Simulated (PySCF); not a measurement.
## Spinor energies of Cd⁺ (cadmium, charge +1)

Start: [Kr] 4d9 5s1 6s1; 4d3/2 filled at m_j = -3/2, -1/2, +1/2, +3/2; 4d5/2 filled at m_j = -3/2, -1/2, +1/2, +3/2, +5/2; 5s1/2 filled at m_j = +1/2; 6s1/2 filled at m_j = +1/2. Calculated with PySCF 2.14 in x2c-SVPall-2c with one added diffuse shell each of s, p, d type (7s10p7d1f, 79 functions): generalised Hartree-Fock with the X2C-1e Hamiltonian and a Gaussian nucleus; one run each with spin-orbit coupling (SO) switched off, then screened by Boettger's factors. This is a chosen level, not necessarily the ground level.

```
spinor shell  electrons  ε, spin-free (eV)  ε, screened SO (eV)  weight of nominal j (screened SO)  rms radius, screened SO (bohr)
       1s1/2          2           -26861.3             -26859.1                              1.000                          0.0349
       2s1/2          2            -4092.1              -4091.5                              1.000                           0.142
       2p1/2          2            -3667.7              -3801.3                              1.000                           0.124
       2p3/2          4            -3667.7              -3606.2                              1.000                           0.128
       3s1/2          2            -817.09              -816.90                              1.000                           0.381
       3p1/2          2            -674.16              -698.78                              1.000                           0.376
       3p3/2          4            -674.16              -662.70                              1.000                           0.387
       3d3/2          4            -450.92              -455.28                              0.999                           0.362
       4s1/2          2            -148.55              -148.50                              1.000                           0.938
       4p1/2          2            -103.85              -108.90                              0.987                            1.01
       4p3/2          4            -103.85              -101.45                              0.993                            1.03
       4d3/2          4            -38.534              -39.301                              0.898                            1.30
       4d5/2          5            -38.534              -37.941                              0.918                            1.32
       5s1/2          1            -21.396              -21.397                              1.000                            2.77
       6s1/2          1             -6.793               -6.793                              1.000                            6.58
```

(1) Where does 3d5/2 lie, and what is the 3d spin-orbit splitting (screened SO)?

```json
{"quantity": "E (hartree)", "spin-free": "-5589.29678", "screened SO": "-5590.40039"}
{"quantity": "M_J", "spin-free": "7/2", "screened SO": "7/2"}
{"quantity": "⟨J²⟩", "spin-free": "15.755", "screened SO": "15.755"}
{"quantity": "⟨L²⟩", "spin-free": "6.005", "screened SO": "6.019"}
{"quantity": "⟨S²⟩", "spin-free": "3.750", "screened SO": "3.766"}
```

Each row is a mean over spinors that exchange with the open shell spreads, by up to 6.015 eV (4p3/2).

Rows whose weight is well below 1 are mixtures of j = l ± 1/2: exchange outweighs spin-orbit coupling there, and the label is only the starting occupation.

Breit and QED terms are absent; they matter most for the inner s and p1/2 levels.

Densities and radii are taken from the X2C orbitals without a picture-change correction, which distorts them close to the nucleus.

Without spin-orbit coupling the j labels of p, d and f shells carry no meaning; the spin-free column gives the mean over the occupied spinors of each nl shell.

## Answers

(1) At -447.81 eV, 7.466 eV above 3d3/2.
